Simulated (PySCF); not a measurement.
The numbers below are computed, except where a source is named.
## CH7OSi2

The system: CH7OSi2, a small molecule (built as: C site whose three back bonds go to SiH3, OSiH3, H); neutral, doublet. The structure, one conformer, was relaxed in the gas phase by PBE0-D3(BJ)/def2-SVP. No frequency run checks that it is a minimum.

SMILES: [SiH3][CH]O[SiH3]

```xyz
11

C    -0.126   -0.744   -0.956
Si    0.047   -1.541    0.715
O    -0.289    0.575   -1.203
Si    0.005    1.864   -0.162
H    -0.193   -1.346   -1.871
H     0.366   -2.979    0.474
H     1.146   -0.903    1.512
H    -1.193   -1.450    1.555
H     1.472    2.031    0.054
H    -0.570    3.056   -0.835
H    -0.669    1.612    1.149
```
(Å; atoms numbered from 1)

EPR values by unrestricted B3LYP, IGLO-III on C O Si, pcH-1 on H.

(1) Predict g and the largest hyperfine couplings. Where does the spin sit?

(2) How do the isotropic couplings move with BHandHLYP?

Answers

(1) g = 2.0021, 2.0035, 2.0043. The spin sits on C1 (88 %, bonded to 1 O + 1 Si + 1 H) by Mulliken populations.
| atom | isotope | isotropic (MHz) | dipolar, principal values (MHz) |
| --- | --- | --- | --- |
| C1 | 13C | 71.1 | -69.3, -67.3, 136.6 |
| H5 | 1H | -54.9 | -32.3, -0.9, 33.1 |
| H8 | 1H | 79.1 | -3.0, -1.8, 4.8 |
| O3 | 17O | -15.2 | -53.4, 26.3, 27.1 |
| H7 | 1H | 45.7 | -3.0, -2.2, 5.2 |
| Si2 | 29Si | 46.3 | -2.0, -1.2, 3.3 |

(2) C1 71.1 to 99.9 MHz, H5 -54.9 to -67.4 MHz, H8 79.1 to 74.5 MHz, O3 -15.2 to -23.8 MHz.
